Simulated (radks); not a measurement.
Values are calculated unless marked as measured or tabulated.
The nuclear charge of neutral terbium is varied continuously with 65 electrons held in [Xe] 4f9 6s2. Level of theory: scalar-relativistic Kohn-Sham, LDA (Slater exchange, Perdew-Wang correlation), spin-polarised, spherical densities, point nucleus; open shells are filled with parallel spins first (spin-orbit coupling, left out, can overturn this in heavy ions) (a radial shooting solver on a logarithmic mesh with Libxc functionals). By the Hellmann-Feynman theorem dE/dZ = E(electron-nucleus)/Z, the electronic potential at the nucleus. The scalar-relativistic energy here is not variational (the density holds large components alone), so the two differ by a part that grows with Z.

| Z | E (hartree) | E(electron-nucleus)/Z (hartree) | HOMO | e(HOMO) (eV) | <r> HOMO (bohr) |
|---|---|---|---|---|---|
| 65 | -11701.3740 | -440.086 | 4f | -1.185 | 0.9664 |
| 65.2 | -11790.1164 | -442.088 | 4f | -3.760 | 0.9245 |
| 65.4 | -11879.2648 | -444.087 | 6s | -6.262 | 3.821 |
| 65.6 | -11968.8189 | -446.085 | 6s | -7.625 | 3.685 |
| 65.8 | -12058.7786 | -448.082 | 6s | -9.056 | 3.563 |
| 66 | -12149.1440 | -450.079 | 6s | -10.553 | 3.454 |

 No converged solution with all levels bound was reached at Z = 64.8.
